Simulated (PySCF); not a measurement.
**GeF: frontier orbitals**

M06-2X at R = 1.763 Å; PySCF, no relativity, basis sets Ge def2-SVP, F def2-SVP. State: ²Π (doublet), unpaired electrons π ↑. Only the outer orbitals are listed, counted within each symmetry.

```
spin  orbital  occ.  ε (eV)  on Ge (%)           main shells (%)
   α       8σ     1  -33.88          9                    90 F s
   α       9σ     1  -16.10         42           54 F p, 40 Ge s
   α       4π     1  -13.53          7                    93 F p
   α       4π     1  -13.20          7                    93 F p
   α      10σ     1  -11.35         69  54 Ge s, 31 F p, 14 Ge p
   α       5π     1   -5.87         95                   95 Ge p
   α       5π     0   -1.77         95                   95 Ge p
   α      11σ     0    1.30         99                   88 Ge p
   α      12σ     0    5.13        100                   99 Ge s
   β       8σ     1  -33.72          9                    90 F s
   β       9σ     1  -15.55         33           64 F p, 30 Ge s
   β       4π     1  -13.16          7                    93 F p
   β       4π     1  -12.97          6                    94 F p
   β      10σ     1  -10.58         79  64 Ge s, 21 F p, 15 Ge p
   β       5π     0   -1.63         96                   95 Ge p
   β       5π     0   -0.90         97                   96 Ge p
   β      11σ     0    1.23        101           87 Ge p, 9 Ge s
```

Which are the highest filled and the lowest empty level, where do they sit, and how wide is the gap?

Highest filled α 5π at -5.87 eV (in %: 95 Ge p); lowest empty α 5π at -1.77 eV (in %: 95 Ge p); the gap at M06-2X is 4.10 eV. Both belong to one degenerate shell, split only by its one-sided filling, so this is no excitation gap.

```
bond order (Mayer)                              : 0.92
⟨S²⟩                                            : 0.758
charge on Ge (Mulliken, basis-dependent)        : 0.44
charge on Ge (Löwdin, basis-dependent)          : 0.27
dipole moment (positive dipole means Ge(−)F(+)) : -1.86 D
```

Shares are Mulliken populations and can fall outside 0 to 100 %.

Spin–orbit coupling is left out. The state was picked by a PBE0 search and need not be the measured ground state.
